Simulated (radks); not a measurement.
Coulomb parameter of the 5d shell of the mercury ion Hg3+ in the model configuration [Xe] 4f14 5d8 6p1, as a second difference U = [E(n + 0.5) + E(n - 0.5) - 2 E(n)] / (0.5)^2 with all orbitals relaxed. "Bare": the charge of the atom changes with n. "Screened": the 6p shell takes up the change at fixed total charge, which measures U(5d,5d) + U(6p,6p) - 2 U(5d,6p). Calculated with a radial shooting solver on a logarithmic mesh with Libxc functionals: scalar-relativistic Kohn-Sham, PBE, spin-unpolarised, spherical densities, finite nucleus; Fermi nuclear charge, rms radius 5.4648 fm.

| case | configuration | E - E(n) (eV) |
|---|---|---|
| start | [Xe] 4f14 5d8 6p1 | 0.000 |
| bare +0.5 | [Xe] 4f14 5d8.5 6p1 | -21.720 |
| bare -0.5 | [Xe] 4f14 5d7.5 6p1 | 25.314 |
| screened +0.5 | [Xe] 4f14 5d8.5 6p0.5 | -10.154 |
| screened -0.5 | [Xe] 4f14 5d7.5 6p1.5 | 10.814 |

U(bare) = 14.373 eV, U(screened by 6p) = 2.639 eV, against the Slater integral F0(5d,5d) = 18.163 eV with frozen orbitals.
